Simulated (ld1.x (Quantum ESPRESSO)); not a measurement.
**Varying the PAW potential for Fe (Z = 26)**

Base potential:

* Element: iron (Fe)
* Generator: ld1.x (Quantum ESPRESSO) 7.5
* Type: PAW
* Functional: PBE
* Relativity: scalar-relativistic
* Frozen core: [Ne] 3s2
* Valence charge: 14
* Reference configuration: 3p6 3d6 4s2 4p0
* Partial waves: 4s (bound): rcut 1.80, rcutus 2.25 bohr; 4s channel at 1.75 Ry: rcut 1.80, rcutus 2.25 bohr; 3p (bound): rcut 1.20, rcutus 1.35 bohr; 4p (bound, empty): rcut 1.20, rcutus 1.35 bohr; 3d (bound): rcut 1.60, rcutus 1.95 bohr; 3d channel at 0.7 Ry: rcut 1.60, rcutus 1.95 bohr
* Local potential: all-electron potential smoothed inside 1.25 bohr (lloc = -1)
* Core correction: Bessel-smoothed model core inside 1.15 bohr
* Augmentation charge: PSQ, radius 1.05 bohr

Cutoffs, loose and tight: the cutoffs (Ry, on a coarse ladder) from which the occupation-weighted sum of valence levels, in a spherical-Bessel basis at the reference potential, stays within 10 and 1 mRy of its value at 400 Ry. They do not see the model core or the augmentation charge, which bear on the density cutoff. Test errors are all-electron minus pseudo excitation energies from the reference, over the configurations 3p6 3d6 4s1 4p0; 3p6 3d6 4s0 4p0; 3p6 3d5 4s0 4p0; 3p6 3d6 4s1 4p1; 3p6 3d7 4s0 4p0; 3p6 3d7 4s1 4p0; 3p5 3d6 4s2 4p0. A dash means not determined; rows that change the core or the reference have their own tests. The largest error is taken over the tests solved by every variant that gives reliable tests at all: 3p6 3d6 4s0 4p0; 3p6 3d6 4s1 4p0; 3p6 3d6 4s1 4p1.

A true bound ghost makes a file unfit for plane-wave use even where its test errors are small: the radial tests pick states by their node count and pass the ghost by. Where a test does run into it, the solver fails or the error is huge.

Cutoffs are not given where the Bessel-basis levels miss the radial ones by over 6 mRy, ghosts where they miss by over 20 mRy; a channel whose overlap is not positive is not tested.

A file whose overlap is not positive is unfit for use, and its test errors describe a broken file.

```csv
change,outcome,"cutoff, loose","cutoff, tight",bound ghosts,largest test error (meV)
base,generated,45 Ry,80 Ry,s,-5.3
"waves 3d (bound): rcut 1.50, rcutus 1.60 bohr; 3d channel at 0.7 Ry: rcut 1.50, rcutus 1.60 bohr",generated,50 Ry,90 Ry,s,-4.3
"waves 3d (bound): rcut 1.60, rcutus 1.86 bohr; 3d channel at 0.7 Ry: rcut 1.60, rcutus 1.86 bohr",generated,45 Ry,80 Ry,s,-5.2
"waves 3d (bound): rcut 1.60, rcutus 2.20 bohr; 3d channel at 0.7 Ry: rcut 1.60, rcutus 2.20 bohr","generated, overlap not positive",–,–,"s (d not tested, overlap not positive)",-4.5
"waves 3d (bound): rcut 1.60, rcutus 2.94 bohr; 3d channel at 0.7 Ry: rcut 1.60, rcutus 2.94 bohr",generated,45 Ry,80 Ry,s,-12
```

What comes out with this change to the base: waves 3d (bound): rcut 1.60, rcutus 2.54 bohr; 3d channel at 0.7 Ry: rcut 1.60, rcutus 2.54 bohr?

outcome: generated; cutoff, loose: 45 Ry; cutoff, tight: 80 Ry; bound ghosts: s; largest test error (meV): -8.8.

What comes out with this change to the base: waves 3d (bound): rcut 1.16, rcutus 1.24 bohr; 3d channel at 0.7 Ry: rcut 1.16, rcutus 1.24 bohr?

outcome: generated; cutoff, loose: 70 Ry; cutoff, tight: 120 Ry; bound ghosts: s; largest test error (meV): -3.3.

Reading the sweep of the d radius (base included, trends over the rows without a ghost): Bound ghosts are found at 1.24, 1.6, 1.86, 1.95, 2.2, 2.54, 2.94 bohr. Every judged row has one, so this setting neither creates nor removes them.
